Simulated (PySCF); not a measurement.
# F²⁺: ionisation energy

F²⁺ [He] 2s2 2p3 (4S) → F³⁺ [He] 2s2 2p2 (3P), as a difference of total energies. Calculation: PySCF 2.14, in x2c-QZVPPall (7s4p3d2f1g, 57 functions); scalar relativity by spin-free X2C-1e. Correlated levels: valence: 1s2 frozen. The calculations carry no spin-orbit coupling.

```csv
method,ionisation energy (eV)
UHF,62.252
MP2 (valence),62.888
SCS-MP2 (valence),62.615
CCSD (valence),62.663
CCSD(T) (valence),62.666
```

Q: How much does correlation contribute at CCSD(T) (valence)?

A: 62.666 − (62.252) = 0.414 eV, measured against UHF.

A first-order spin-orbit estimate (lowest level to lowest level, LS coupling) adds -0.055 eV.

Errors of the correlated levels include the incompleteness of this basis and the frozen core.

For comparison: 62.708 eV (semi-empirical (NIST evaluation); NIST Atomic Spectra Database, ionization energies).
